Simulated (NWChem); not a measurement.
Species: MgF₂; SMILES [F][Mg][F]

Program: NWChem. Pople sets run with spherical d functions. The geometry was optimised at B3LYP/6-31G* (spherical d).

Q: Taking B3LYP/6-311++G** as the yardstick, which of these has the fewest basis functions while keeping “highest occupied level (eV)” within 0.2 eV of it: B3LYP/6-31G*; B3LYP/6-31+G*; B3LYP/STO-3G; B3LYP/6-311G**; B3LYP/3-21G?

A: B3LYP/6-31+G* (a larger set in the list lies outside the tolerance).
```
level             basis functions  highest occupied level (eV)
----------------  ---------------  ---------------------------
B3LYP/STO-3G                   19                        -1.91
B3LYP/3-21G                    31                        -8.12
B3LYP/6-31G*                   46                        -9.39
B3LYP/6-31+G*                  58                       -10.07
B3LYP/6-311G**                 62                        -9.72
B3LYP/6-311++G**               74                       -10.11
```

The yardstick is one finite set, not the basis-set limit.
